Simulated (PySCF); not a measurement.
Sb(Cl)(TeH)2 (ClH₂SbTe₂), SMILES [Cl][Sb]([TeH])[TeH].

Geometry optimised at PBE0-D3(BJ)/def2-SVP. A frequency run showed that this geometry is not a minimum. The structure was generated by enumeration; whether it is a known compound was not checked. The def2 effective core potentials stand for the cores of Sb, Te; spin–orbit coupling is left out.

Computed with B3LYP/def2-TZVP run with PySCF.

Symmetry labels are those of the subgroup Cs that the program uses (full group Cs).

Computed valence orbital energies around the gap with their symmetry:
```json
[
 {"orbital": "HOMO−7", "symmetry": "A\"", "energy (eV)": "-9.88"},
 {"orbital": "HOMO−6", "symmetry": "A'", "energy (eV)": "-9.84"},
 {"orbital": "HOMO−5", "symmetry": "A\"", "energy (eV)": "-9.22"},
 {"orbital": "HOMO−4", "symmetry": "A'", "energy (eV)": "-8.93"},
 {"orbital": "HOMO−3", "symmetry": "A\"", "energy (eV)": "-7.99"},
 {"orbital": "HOMO−2", "symmetry": "A'", "energy (eV)": "-7.30"},
 {"orbital": "HOMO−1", "symmetry": "A'", "energy (eV)": "-6.76"},
 {"orbital": "HOMO", "symmetry": "A\"", "energy (eV)": "-6.45"},
 {"orbital": "LUMO", "symmetry": "A\"", "energy (eV)": "-2.23"},
 {"orbital": "LUMO+1", "symmetry": "A'", "energy (eV)": "-2.21"},
 {"orbital": "LUMO+2", "symmetry": "A'", "energy (eV)": "-1.83"},
 {"orbital": "LUMO+3", "symmetry": "A'", "energy (eV)": "-1.21"}
]
```
